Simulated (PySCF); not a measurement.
PySCF input (TPSSh/def2-TZVPD):

```python
from pyscf import gto, scf, dft

mol = gto.M(
    atom='''
    Si    0.08117914   -0.01021283   -0.00047089
    C    -1.78351661    0.12390487   -0.05624823
    O     0.29894326   -1.39995758   -0.88383922
    O     0.85054223    1.29141830   -0.62318870
    O     0.68765113   -0.09590726    1.51571021
    H    -2.26925625   -0.73539867    0.40551096
    H    -2.15568148    0.22848388   -1.07514985
    H    -2.05111659    1.02223128    0.50811946
    H     0.80136455    1.42664612   -1.57234055
    H     0.54218838   -0.90684013    2.00848365
    ''',
    basis='def2-tzvpd',
    charge=0,
    spin=1,
    verbose=4,
)

mf = dft.UKS(mol, xc='tpssh').density_fit(auxbasis='def2-universal-jkfit')
mf.grids.level = 3
mf.conv_tol = 1e-9
mf.max_cycle = 100
mf.max_memory = 1500
mf.kernel()
if not mf.converged:
    mf = mf.newton()
    mf.kernel(mf.make_rdm1())
for _ in range(2):
    mo, _, stable, _ = mf.stability(return_status=True)
    if stable:
        break
    mf.kernel(mf.make_rdm1(mo, mf.mo_occ))
mf.analyze()
```

End of the output:

```
Extra cycle  E= -556.506474042519  delta_E= 1.43e-11  |g|= 9.87e-06  |ddm|= 1.34e-05
converged SCF energy = -556.506474042519  <S^2> = 0.75375602  2S+1 = 2.0037525
uhf_internal: lowest eigs of H = [0.02284261 0.11266223 0.21294724]
<class 'pyscf.df.df_jk.DFUKS'> wavefunction is stable in the internal stability analysis
**** SCF Summaries ****
Total Energy =                        -556.506474042519130
Nuclear Repulsion Energy =             250.278509891870016
One-electron Energy =                -1265.124081470041801
Two-electron Energy =                  458.339097535652570
Two-electron Coulomb Energy =          512.499733641847115
DFT Exchange-Correlation Energy =      -54.160636106194559
HOMO-LUMO gap [eV] =                     2.702161026383968
**** MO energy ****
                             alpha | beta                alpha | beta
MO #1   energy= -66.0211656391417  | -66.0213353769971  occ= 1 | 1
MO #2   energy= -19.1016477661284  | -19.0777196681178  occ= 1 | 1
MO #3   energy= -19.0647699111446  | -19.0645478148771  occ= 1 | 1
MO #4   energy= -19.0647305893176  | -19.0645070833637  occ= 1 | 1
MO #5   energy= -10.1140686568398  | -10.1125350431897  occ= 1 | 1
MO #6   energy= -5.24639753972156  | -5.24653456137529  occ= 1 | 1
MO #7   energy= -3.59489318572477  | -3.59508225719496  occ= 1 | 1
MO #8   energy= -3.59397939753526  | -3.59414933784147  occ= 1 | 1
MO #9   energy= -3.59285550184818  | -3.59305024657628  occ= 1 | 1
MO #10  energy= -1.00876877054628  | -1.00590367257995  occ= 1 | 1
MO #11  energy= -0.984757186229079 | -0.984210178353478 occ= 1 | 1
MO #12  energy= -0.960037225074553 | -0.898546558788354 occ= 1 | 1
MO #13  energy= -0.698728861941717 | -0.693989322971923 occ= 1 | 1
MO #14  energy= -0.563639505933942 | -0.562493124148979 occ= 1 | 1
MO #15  energy= -0.483467013471887 | -0.483010860646829 occ= 1 | 1
MO #16  energy= -0.44334915035356  | -0.427770204544331 occ= 1 | 1
MO #17  energy= -0.413061664649609 | -0.411681814993353 occ= 1 | 1
MO #18  energy= -0.412728501466726 | -0.408946750771507 occ= 1 | 1
MO #19  energy= -0.404510345762787 | -0.371154656397458 occ= 1 | 1
MO #20  energy= -0.37091736610866  | -0.367367033608937 occ= 1 | 1
MO #21  energy= -0.361810013620257 | -0.341854188604602 occ= 1 | 1
MO #22  energy= -0.33755953441498  | -0.321854511571597 occ= 1 | 1
MO #23  energy= -0.325597567735568 | -0.299493301329941 occ= 1 | 1
MO #24  energy= -0.306678837010163 | -0.293339802058205 occ= 1 | 1
MO #25  energy= -0.302037734901459 | -0.194037215104423 occ= 1 | 0
MO #26  energy= -0.0200553691433021 | -0.0189474702548691 occ= 0 | 0
MO #27  energy= 0.00989988031350908 | 0.0103165425118535 occ= 0 | 0
MO #28  energy= 0.0263323753122928 | 0.0286575484515454 occ= 0 | 0
MO #29  energy= 0.0440488049873097 | 0.0457387143146069 occ= 0 | 0
MO #30  energy= 0.0588212775595389 | 0.0604081761194591 occ= 0 | 0
MO #31  energy= 0.0632178938998907 | 0.0635065939104546 occ= 0 | 0
MO #32  energy= 0.073762057360115  | 0.075024268090332  occ= 0 | 0
MO #33  energy= 0.0838212830526592 | 0.0845828411764204 occ= 0 | 0
MO #34  energy= 0.0851648015468197 | 0.0870705873853733 occ= 0 | 0
MO #35  energy= 0.0895205069740191 | 0.0900468689989933 occ= 0 | 0
MO #36  energy= 0.0984385840035242 | 0.0991923769821945 occ= 0 | 0
MO #37  energy= 0.103159528101793  | 0.105585955881838  occ= 0 | 0
MO #38  energy= 0.111870755359033  | 0.117996678085455  occ= 0 | 0
MO #39  energy= 0.121908643142543  | 0.122500934457551  occ= 0 | 0
MO #40  energy= 0.122345807046446  | 0.124316617877624  occ= 0 | 0
MO #41  energy= 0.124603599557692  | 0.124941054390092  occ= 0 | 0
MO #42  energy= 0.131812563180591  | 0.136660122439221  occ= 0 | 0
MO #43  energy= 0.146357812113204  | 0.146448153043712  occ= 0 | 0
MO #44  energy= 0.15352553160644   | 0.154768145063199  occ= 0 | 0
MO #45  energy= 0.17376349768301   | 0.177071338163904  occ= 0 | 0
MO #46  energy= 0.184899134094359  | 0.187643541696897  occ= 0 | 0
MO #47  energy= 0.190692773766753  | 0.191100577270579  occ= 0 | 0
MO #48  energy= 0.212106728498886  | 0.213909137562773  occ= 0 | 0
MO #49  energy= 0.213103130050856  | 0.216801268088394  occ= 0 | 0
MO #50  energy= 0.225890359682386  | 0.229045611725851  occ= 0 | 0
MO #51  energy= 0.241805863256575  | 0.243292629241771  occ= 0 | 0
MO #52  energy= 0.242938709034934  | 0.245413893907799  occ= 0 | 0
MO #53  energy= 0.249117371807073  | 0.250390936716953  occ= 0 | 0
MO #54  energy= 0.25100648475602   | 0.251408774475667  occ= 0 | 0
MO #55  energy= 0.260974268535061  | 0.263968956726429  occ= 0 | 0
MO #56  energy= 0.266878953299823  | 0.268159748608768  occ= 0 | 0
MO #57  energy= 0.272280101836101  | 0.272644913933594  occ= 0 | 0
MO #58  energy= 0.274133495050146  | 0.276148647434117  occ= 0 | 0
MO #59  energy= 0.275825834881009  | 0.27667841096569   occ= 0 | 0
MO #60  energy= 0.285049974633722  | 0.285820570854789  occ= 0 | 0
MO #61  energy= 0.306307788734464  | 0.306938372158051  occ= 0 | 0
MO #62  energy= 0.306612497739415  | 0.308038271298302  occ= 0 | 0
MO #63  energy= 0.311882026198807  | 0.312914554203042  occ= 0 | 0
MO #64  energy= 0.322607078157668  | 0.323111980443742  occ= 0 | 0
MO #65  energy= 0.326039415861062  | 0.32847937738255   occ= 0 | 0
MO #66  energy= 0.34346014065981   | 0.343956656869715  occ= 0 | 0
MO #67  energy= 0.352992875424347  | 0.355119612472377  occ= 0 | 0
MO #68  energy= 0.367682037769729  | 0.368466924043185  occ= 0 | 0
MO #69  energy= 0.36802652260252   | 0.370665980800072  occ= 0 | 0
MO #70  energy= 0.374622744447568  | 0.379461866273269  occ= 0 | 0
MO #71  energy= 0.390520453624081  | 0.391676276047673  occ= 0 | 0
MO #72  energy= 0.40275031766906   | 0.403469052560358  occ= 0 | 0
MO #73  energy= 0.402886011645691  | 0.405539083667628  occ= 0 | 0
MO #74  energy= 0.412103259343377  | 0.415260473128674  occ= 0 | 0
MO #75  energy= 0.428403193340307  | 0.4296217820983    occ= 0 | 0
MO #76  energy= 0.440346247063817  | 0.445339213505506  occ= 0 | 0
MO #77  energy= 0.455904700037635  | 0.457452155456454  occ= 0 | 0
MO #78  energy= 0.459055062645799  | 0.460268407532073  occ= 0 | 0
MO #79  energy= 0.469543144168329  | 0.472712178126776  occ= 0 | 0
MO #80  energy= 0.487376992383365  | 0.490101767193748  occ= 0 | 0
MO #81  energy= 0.50772187180876   | 0.50927392655979   occ= 0 | 0
MO #82  energy= 0.511995554999337  | 0.513966804092281  occ= 0 | 0
MO #83  energy= 0.526891828757377  | 0.532435113489005  occ= 0 | 0
MO #84  energy= 0.531186921788685  | 0.534675241592524  occ= 0 | 0
MO #85  energy= 0.557718720670644  | 0.561875649847274  occ= 0 | 0
MO #86  energy= 0.561666578739486  | 0.562471738710293  occ= 0 | 0
MO #87  energy= 0.566033151812034  | 0.567500691673592  occ= 0 | 0
MO #88  energy= 0.575527549355353  | 0.578586358765317  occ= 0 | 0
MO #89  energy= 0.598709303718371  | 0.602568650486478  occ= 0 | 0
MO #90  energy= 0.605246493912196  | 0.607696221613941  occ= 0 | 0
MO #91  energy= 0.645220424387555  | 0.645541380343333  occ= 0 | 0
MO #92  energy= 0.646787828384728  | 0.649307634224319  occ= 0 | 0
MO #93  energy= 0.649942678884062  | 0.650964486090448  occ= 0 | 0
MO #94  energy= 0.654944741424791  | 0.658697957224447  occ= 0 | 0
MO #95  energy= 0.668522788457484  | 0.671141196309285  occ= 0 | 0
MO #96  energy= 0.678463131100292  | 0.68023411999382   occ= 0 | 0
MO #97  energy= 0.684364378066906  | 0.686203433718342  occ= 0 | 0
MO #98  energy= 0.700478849403612  | 0.702408946664054  occ= 0 | 0
MO #99  energy= 0.70153552508025   | 0.704344067889807  occ= 0 | 0
MO #100 energy= 0.714887469725328  | 0.715382145688516  occ= 0 | 0
MO #101 energy= 0.735426097319687  | 0.73792910005274   occ= 0 | 0
MO #102 energy= 0.738056617036754  | 0.740385949356336  occ= 0 | 0
MO #103 energy= 0.761818753659798  | 0.767364383823751  occ= 0 | 0
MO #104 energy= 0.78546340696193   | 0.790262194666379  occ= 0 | 0
[...]
```

It need not be the lowest isomer of its formula.
